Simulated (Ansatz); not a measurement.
`O[SiH](I)[SiH2]F` at its PBE0-D4/def2-TZVP geometry, where that method's forces vanish. Charge 0, multiplicity 1. I takes the def2 core potential.

| atom | x (Å) | y (Å) | z (Å) |
| --- | --- | --- | --- |
| O1 | 1.9388 | 0.0130 | -0.1140 |
| Si2 | 0.4734 | 0.7399 | 0.0215 |
| I3 | 0.1434 | 1.6834 | 2.2618 |
| Si4 | -1.1071 | -0.9634 | -0.2893 |
| F5 | -2.5697 | -0.3196 | -0.1548 |
| H6 | 2.7274 | 0.5312 | 0.0592 |
| H7 | 0.3436 | 1.8959 | -0.9033 |
| H8 | -0.9474 | -2.0030 | 0.7570 |
| H9 | -1.0024 | -1.5776 | -1.6382 |

(1) For each bond, give half the difference of the two atoms' forces along it (eV/Å; positive pushes the atoms apart) under PBE-D4, r2SCAN-D4, B3LYP-D4, ωB97M-V in def2-TZVPP. (Estimate.)

Answers

(1) Computed: 
```csv
bond,length (Å),PBE-D4,r2SCAN-D4,B3LYP-D4,ωB97M-V
O1–Si2,1.641,0.34,0.04,0.13,0.16
O1–H6,0.959,0.33,0.02,-0.02,-0.06
Si2–I3,2.453,0.08,0.08,0.20,-0.02
Si2–Si4,2.344,-0.18,-0.02,-0.02,-0.05
Si2–H7,1.486,0.04,-0.03,-0.15,-0.17
Si4–F5,1.604,0.54,0.04,0.23,0.21
Si4–H8,1.484,0.04,-0.01,-0.11,-0.15
Si4–H9,1.486,0.04,-0.02,-0.12,-0.15
```

B3LYP here is the variant with VWN-RPA as its local correlation; programs differ in this.
